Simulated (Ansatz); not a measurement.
Reactions of `C[SiH](O)N[SiH](O)F`.

Gas-phase electronic energies from Ansatz, PBE0-D4/def2-TZVP geometries. CBS: MP2 limit from def2 TZ/QZ plus the TZ coupled-cluster correction, frozen cores. This one scheme is used for every species, atoms too. No spin–orbit coupling; open shells (•) take unrestricted orbitals. Spin–orbit coupling would lower the free atoms: a little for C, F, O, Si. def2 core potentials past Kr. For I outer-core shells are correlated without core-valence functions, so the limit isn't a true one: a few kJ/mol of doubt a bond, and 10 to 20 or more in all where bonds break to atoms. One conformer a species, not always the lowest.

**Question.** Order these by ΔE at CCSD(T)/CBS, lowest first. (An estimate is asked.)
A. `C[Si@H](O)N[Si@@H](O)F` + HI → `C[SiH](O)I` + `N[SiH](O)F`
B. `C[Si@H](O)N[Si@@H](O)F` + `CN[SiH2]Cl` → `CN([SiH2]Cl)[SiH](O)F` + `C[SiH](N)O`
C. `C[Si@H](O)N[Si@@H](O)F` + `NBN` → `CNBN` + `O[SiH2]N[SiH](O)F`
D. `C[Si@H](O)N[Si@@H](O)F` + `N[SiH](O)F` → `O[Si@@H](F)N[Si@@H](O)F` + `C[SiH](N)O`
E. `C[Si@H](O)N[Si@@H](O)F` → `N[SiH](O)F` + `C[Si]O`
F. `C[Si@H](O)N[Si@@H](O)F` + HCl → `O[Si@H](F)N[Si@H](O)Cl` + CH₄
G. `C[Si@H](O)N[Si@@H](O)F` + `O[SiH2]O` → `C[SiH](O)O[SiH2]O` + `N[SiH](O)F`
H. `C[Si@H](O)N[Si@@H](O)F` → C• + F• + 8 H• + N• + 2 O• + 2 Si•

**Answer.** F (-26.8 kcal/mol), G (-12.4 kcal/mol), A (-4.2 kcal/mol), D (+1.5 kcal/mol), B (+4.1 kcal/mol), C (+22.3 kcal/mol), E (+63.9 kcal/mol), H (+1407.4 kcal/mol).

Largest T1 diagnostic: 0.014, for `C[Si]O`.
